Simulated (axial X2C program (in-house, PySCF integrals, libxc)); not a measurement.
**Low determinants of AsI at the PBE0 level, two-component**

Calculated with an in-house all-electron X2C program for linear molecules (integrals from PySCF). Two-component (2c) means X2C with spin–orbit coupling and atomic mean-field two-electron Coulomb and Gaunt terms. Basis: I dyall-cv3z [11s12p8d4f1g], As dyall-cv3z [9s9p6d4f1g] (cores contracted in-house); Gaussian nuclei, density fitting, unrestricted open shells. Masses: I 126.904 u, As 74.922 u.

Search at 2.540 Å (vertical energies from the lowest determinant):

```tsv
ΔE (eV)	state	electrons beyond evenly filled partner blocks	electrons in ±ω = 1/2, 3/2, 5/2, 7/2
0.00	Ω = 1	ω = -1/2, ω = 3/2	55 25 6 0
0.60	Ω = 0	none	56 24 6 0
0.84	Ω = 2	ω = 1/2, ω = 3/2	55 25 6 0
1.08	Ω = 0	none	54 26 6 0
2.85	Ω = 1	2 × ω = 1/2	56 24 6 0
3.33	Ω = 3	2 × ω = 3/2	56 24 6 0
3.93	Ω = 1	2 × ω = 1/2	54 26 6 0
```

Lowest determinant, Ω = 1 (⟨Sz⟩ = 1.00, ⟨Lz⟩ = 0.00 at PBE0): Re = 2.493 Å, ωe = 257.2 cm⁻¹.

The determinant in row 2 of the search, Ω = 0 (closed shell), was followed along the bond at PBE0; measured from the minimum of the lowest determinant it gives:

Te = 0.574 eV (4633 cm⁻¹), Re = 2.464 Å, ωe = 272.0 cm⁻¹.

The determinant in row 3 of the search, Ω = 2 (⟨Sz⟩ = 0.00, ⟨Lz⟩ = 2.00 at PBE0), was followed along the bond at PBE0; measured from the minimum of the lowest determinant it gives:

Te = 0.819 eV (6606 cm⁻¹), Re = 2.470 Å, ωe = 268.9 cm⁻¹.

**Question.** Compare the bond of the determinant in row 2 with that of the lowest one.

**Answer.** At PBE0 its Re is 0.029 Å shorter and its force constant, which goes as ωe², is 1.12 times that of the lowest determinant. T0 ≈ Te + Δωe/2 = 4633 + (7) = 4640 cm⁻¹.

The search compares states at one distance, so a state with another bond length can lie lower; it is not exhaustive and yields mostly the lowest determinant of each block pattern, so other components and higher states of one pattern are missing. These are energies of single determinants, not of spin-adapted states; PBE0 term energies can be off by some tenths of an eV, and the functional has no current term. Open-shell Ω = 0 determinants with evenly filled partner blocks cannot be reached by this program, so the Ω shown need not be the lowest component. The lowest determinant need not be the ground state where others lie within half an eV. A closed-shell Ω = 0 row of a π² shell mixes the 0⁺ component of the triplet with ¹Σ⁺ and matches no level; 0⁺ can lie lowest.
